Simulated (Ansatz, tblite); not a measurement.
Removing an electron: [(OH)3Hf]2S (Hf₂SO₆H₆). Charge 0, multiplicity 1. Geometry: r2SCAN-D4/def2-SVP. Ansatz, gas phase; energy differences of separate SCF runs; the oxidised species was run as a doublet alone.

```xyz
15

Hf   -0.355    1.819    0.814
O    -2.026    2.222    1.689
O     0.743    3.378    0.511
O    -0.617    0.688   -0.834
S     0.833    0.013    1.829
Hf    0.474   -1.311   -0.346
O     0.939   -3.030    0.397
O     1.833   -0.985   -1.692
O    -1.292   -1.796   -1.146
H    -2.760    2.368    2.288
H     1.429    4.038    0.410
H    -1.353    0.362   -1.377
H     1.150   -3.767    0.971
H     2.588   -1.301   -2.191
H    -1.587   -2.697   -1.321
```

In the def2 sets Hf takes a core potential; there is no spin–orbit coupling. The xTB rows come from tblite. HOMO above LUMO, or a gap near zero within one spin, warns that the state may not be the lowest or that an electron is smeared out.

```csv
level,−HOMO (eV),vertical IE (eV),−LUMO (eV),HOMO–LUMO gap (eV),remarks
GFN1-xTB,10.43,13.46,7.87,2.56,–
GFN2-xTB,9.74,12.75,7.37,2.36,–
PBE-D4/def2-TZVP,5.72,8.42,1.59,4.13,gap within one spin near zero (+1 doublet)
PBE0-D4/def2-TZVP,6.91,8.72,0.81,6.10,–
ωB97X-V/def2-TZVP,9.15,8.80,-1.11,10.26,–
```

Relaxing the oxidised species (r2SCAN-D4/def2-SVP) changes its energy by -0.51 eV at PBE-D4/def2-TZVP, so the adiabatic ionisation energy to this nearest minimum is 7.91 eV. At PBE0-D4/def2-TZVP it is 7.99 eV.    Raw xTB energy differences between charge states are shifted by several eV; the methods need an empirical correction for them.
